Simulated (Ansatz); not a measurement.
Species: sum formula Si₂NH₆, net charge -1, singlet state. It need not be the lowest isomer of its formula. Whether it binds its extra electron was not tested at this geometry. 
Coordinates optimised at B3LYP-D3(BJ)/def2-TZVP (Ansatz, an electronic-structure program):
```
N
Si 1 1.6381
Si 1 1.6381 2 149.74
H 2 1.5102 1 113.83 3 -179.63
H 3 1.5102 1 113.83 2 179.37
H 3 1.5163 5 102.27 1 -127.37
H 2 1.5163 4 102.27 1 127.39
H 2 1.5163 4 102.28 7 105.21
H 3 1.5163 5 102.28 6 -105.21
```
Charge -1, spin multiplicity 1.

Basis-set convergence of Hartree-Fock and CCSD(T) correlation energies (hartree) with Ansatz. Valence correlation only, unless marked. No spin-orbit coupling. No relativistic terms.

```csv
basis,functions,E(HF),"E(corr, CCSD(T))",rough core time
aug-cc-pV(D+d)Z,141,-635.85967,-0.47750,28 s
aug-cc-pV(T+d)Z,294,[?],[?],6 min
```

### Question
Complete the blanks.

### Answer

- aug-cc-pV(T+d)Z, E(HF): -635.90702
- aug-cc-pV(T+d)Z, E(corr, CCSD(T)): -0.55671
